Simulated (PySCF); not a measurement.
Vertical excitations of a molecule C3H7ClOSi from TDA-LC-ωPBE/def2-SVPD (PySCF), as energy in eV (oscillator strength): 6.79 (0.003), 6.93 (0.000), 7.07 (0.360), 7.77 (0.031), 7.91 (0.003), 8.03 (0.003), 8.13 (0.006), 8.50 (0.006), 8.63 (0.183), 8.75 (0.037). Lowest triplet (TDA): 3.86 eV. The structure is a stationary point at TPSSh-D3(BJ)/def2-SVP. Other conformers were not sampled.

Question: Identify the compound among the candidates.
(A) Cl[SiH2]C1COC1
(B) Cl[Si@@H]1CCOC1
(C) C=C(Cl)[Si@@H](C)O
(D) CO/C(Cl)=C/[SiH3]

Answer: C, C=C(Cl)[Si@@H](C)O
